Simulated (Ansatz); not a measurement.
Geometry optimisation, RKS r2SCAN-D4/def2-SVP (Ansatz 0.2.0).

Input file:

```yaml
crystal:
  periodic: [false, false, false]
  atoms:
    - { symbol: Ga, position_ang: [0.056302, -0.262218, 0.238344] }
    - { symbol: H, position_ang: [0.529829, -0.837343, 1.59263] }
    - { symbol: "N", position_ang: [1.846215, 0.246582, 0.023211] }
    - { symbol: H, position_ang: [2.476168, -0.259258, 0.638362] }
    - { symbol: H, position_ang: [2.355037, 0.650885, -0.757913] }
    - { symbol: "N", position_ang: [-1.370732, 0.165639, -0.770001] }
    - { symbol: H, position_ang: [-2.30166, -0.189776, -0.586702] }
    - { symbol: H, position_ang: [-1.27236, 0.485489, -1.72743] }
basis:
  gaussian: { orbitals: def2-SVP }
hamiltonian:
  xc: r2scan
  dispersion: d4
relax:
  f_tol: 0.03
  max_steps: 50
```

Launched with:

```bash
$ ansatz run input.yaml --threads 2 --pin off --max-ram 3072MiB --backend cpu --events-out ev --progress --plain --runs-dir out
```

Where does it end, and by what steps?

The forces met the threshold. After 7 steps the energy has fallen by 0.619 eV; H2 moved furthest, 0.67 Å.

```csv
step,energy less start (eV),largest force component (eV/Å),accepted
0,0.0000,1.903,yes
1,-0.3256,1.215,yes
2,-0.4992,0.482,yes
3,-0.5666,0.758,yes
4,-0.6035,0.343,yes
5,-0.6177,0.107,yes
6,-0.6185,0.034,yes
7,-0.6189,0.004,yes
```

```xyz
8
Properties=species:S:1:pos:R:3
Ga 0.176 -0.312 0.410
H -0.087 -1.038 1.753
N 1.846 0.183 -0.092
H 2.673 0.014 0.468
H 2.075 0.659 -0.956
N -1.170 0.088 -0.736
H -2.140 -0.147 -0.566
H -1.053 0.553 -1.629
```

Whether the end is a true minimum wasn't checked by a vibrational analysis.

The run took 22 s on 2 threads of AMD EPYC 7R43 64-Core Processor (Zen 3), with other jobs on the host, peak memory 0.16 GiB.
